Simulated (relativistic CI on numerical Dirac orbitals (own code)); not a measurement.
Magnetism of Mo⁴⁺, 4d2, in a crystal field

Calculated by Dirac-Coulomb-Breit CI, separate exchange-only KLI orbitals for each configuration, QED by a radiative potential, valence Slater integrals scaled by 0.75, one configuration in a parametric crystal field (own radial code).

Field parameters in Wybourne normalisation: Oh B⁴₀ = 21Dq, B⁴₄ = √(5/14) B⁴₀. The field is a parameter set, without covalency.

S is read from ⟨S²⟩ = S(S + 1).

Powder χT (cm³ K mol⁻¹) by Van Vleck's formula, with temperature-independent terms:

```tsv
Field	2 K	5 K	10 K	20 K	50 K	100 K	200 K	300 K
Oh, 10Dq = 7250 cm⁻¹	0.00111	0.00278	0.00557	0.0111	0.0286	0.0662	0.151	0.232
Oh, 10Dq = 13050 cm⁻¹	0.00209	0.00522	0.0104	0.0209	0.0548	0.107	0.194	0.275
Oh, 10Dq = 18850 cm⁻¹	0.00369	0.00923	0.0185	0.0371	0.0851	0.138	0.223	0.303
Oh, 10Dq = 24650 cm⁻¹	0.00578	0.0144	0.0289	0.0568	0.109	0.159	0.243	0.323
Oh, 10Dq = 30450 cm⁻¹	0.00823	0.0206	0.0411	0.0761	0.127	0.174	0.257	0.338
Oh, 10Dq = 36250 cm⁻¹	0.011	0.0274	0.0542	0.0929	0.14	0.186	0.269	0.35
Oh, 10Dq = 42050 cm⁻¹	0.0139	0.0347	0.0672	0.107	0.15	0.195	0.278	0.359
```

Problem. For Oh, 10Dq = 42050 cm⁻¹: what effective moment follows at 300 K?

Solution. μ_eff = √(8χT) = 1.70 μB. The ground level has S = 1.00; the spin-only moment for S = 1 is 2.83 μB. The difference comes from the orbital moment, spin-orbit mixing of terms and temperature-independent paramagnetism, all larger in this ionic model than in covalent complexes.
